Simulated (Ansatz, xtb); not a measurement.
# C2H6BrSi: 5 structures ranked

5 gas-phase structures of C2H6BrSi, found in a search over its isomers (lower ones may exist). Each was relaxed with GFN2-xTB; where two conformers were screened, the lower at r2SCAN-D4/def2-SVP is listed:

A. `[CH2][Si@@H](C)Br`, a doublet
B. `C[CH][SiH2]Br`, a doublet
C. `C[Si](C)Br`, a doublet
D. `[CH2]C[SiH2]Br`, a doublet
E. `CC[SiH]Br`, a doublet

**Question.** Which do you expect lowest at r2SCAN-D4/def2-SVP, and how would the others follow?

**Answer.** Calculated order at r2SCAN-D4/def2-SVP: C (0.000), E (0.539), A (0.555), B (0.915), D (1.065) eV. Less than 1 kcal/mol parts E and A, so the order within that pair means little.

Energies above the lowest of each column, in eV; the last columns are at BLYP-D3(BJ)/def2-SVP geometries and were run for some of them only (a dash: not run or not comparable):

```csv
structure,GFN2-xTB,HF/STO-3G,r2SCAN-D4/def2-SVP,BLYP-D3(BJ)/def2-SVP,CCSD(T)/def2-SVP + ΔMP2/def2-TZVPP
C,0.165,0.000,0.000,0.000,0.000
E,0.000,0.530,0.539,0.459,0.541
A,0.825,0.328,0.555,0.591,–
B,0.253,0.732,0.915,–,–
D,0.565,0.941,1.065,–,–
```

CCSD(T)/def2-SVP + ΔMP2/def2-TZVPP puts C lowest of those it was run on; GFN2-xTB picks E. Flexible structures stand in one conformer each, not always the lowest. Frequencies (BLYP-D3(BJ)/def2-SVP) were run for C, E alone. Open shells are spin-unrestricted. ΔMP2 is the change of the MP2 energy from the smaller to the larger basis.

Over these structures GFN2-xTB departs from r2SCAN-D4/def2-SVP by 0.376 eV on average once a common shift is removed. A GFN2-xTB relaxation took about 0.16 s and the r2SCAN-D4/def2-SVP energy about 3.6 s on a shared host (Ansatz 0.2.0, xtb 6.7.1).
